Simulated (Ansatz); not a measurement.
Ansatz (an electronic-structure program) input:

Ansatz 0.2 input:
```yaml
crystal:
  periodic: [false, false, false]
  atoms:
    - {symbol: B, position_ang: [0.03858578, 0.33162722, 0.80181897]}
    - {symbol: O, position_ang: [0.83811450, -0.14771101, -0.34356301]}
    - {symbol: C, position_ang: [2.33184364, -0.18772444, -0.41652272]}
    - {symbol: O, position_ang: [-1.26151538, 0.30861909, 0.72559329]}
    - {symbol: C, position_ang: [-2.12423639, -0.12932202, -0.34616118]}
    - {symbol: H, position_ang: [0.69428098, 0.70201061, 1.70706856]}
    - {symbol: H, position_ang: [2.62725119, 0.44658002, -1.24567083]}
    - {symbol: H, position_ang: [2.61626317, -1.22572266, -0.55348832]}
    - {symbol: H, position_ang: [2.67612157, 0.20329085, 0.53362965]}
    - {symbol: H, position_ang: [-1.96249705, -1.18906770, -0.54671587]}
    - {symbol: H, position_ang: [-3.14375078, 0.01828517, -0.00572863]}
    - {symbol: H, position_ang: [-1.95155129, 0.47680384, -1.23623646]}
    - {symbol: H, position_ang: [0.39251685, -0.47530206, -1.14209175]}
basis:
  gaussian:
    orbitals: aug-cc-pVDZ
total_charge: 1
magnetization: {spin_polarized: false}
correlation: {method: ccsd_t, electrons: outside_noble_gas}
output: {forces: true}
```

Question: Which total energy does the run end on?

Answer: -255.47959 Eh (CCSD(T)/aug-cc-pVDZ). The basis has 187 functions.

It need not be the lowest isomer of its formula.
